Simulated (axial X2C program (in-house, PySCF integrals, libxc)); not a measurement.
# PdH⁺ along the bond: HF, with spin–orbit coupling

All values were computed with an in-house relativistic program for diatomic molecules. Two-component (2c) means X2C with spin–orbit coupling and atomic mean-field two-electron Coulomb and Gaunt terms. Basis: Pd dyall-cv3z [12s12p8d5f3g], H dyall-v3z [6s2p1d] (cores contracted in-house); Gaussian nuclei, density fitting, unrestricted open shells. Masses: Pd 105.903 u, H 1.008 u.

State: Ω = 0 (closed shell). Dipoles are positive if H is the positive end and refer to the centre of mass.

```tsv
R (Å)	μ (D)	HOMO (eV)	LUMO (eV)
1.271	-0.309	-19.99	-6.64
1.329	-0.354	-20.06	-6.69
1.373	-0.381	-20.10	-6.73
1.417	-0.402	-20.14	-6.77
1.461	-0.417	-20.18	-6.81
1.512	-0.427	-20.22	-6.85
1.563	-0.430	-20.26	-6.91
1.629	-0.420	-20.05	-6.97
1.709	-0.390	-19.57	-7.06
1.826	-0.311	-18.90	-7.20
```

(1) The minimum lies at 1.446 Å. What is the dipole moment there?

The state is a single determinant with fixed occupations, the lowest that a limited PBE0 search found. The closed shell is kept restricted, so the energy runs too high when the bond is stretched far.

## Answers

(1) At HF, 2c, with the sign and origin stated: μ = -0.41 D.
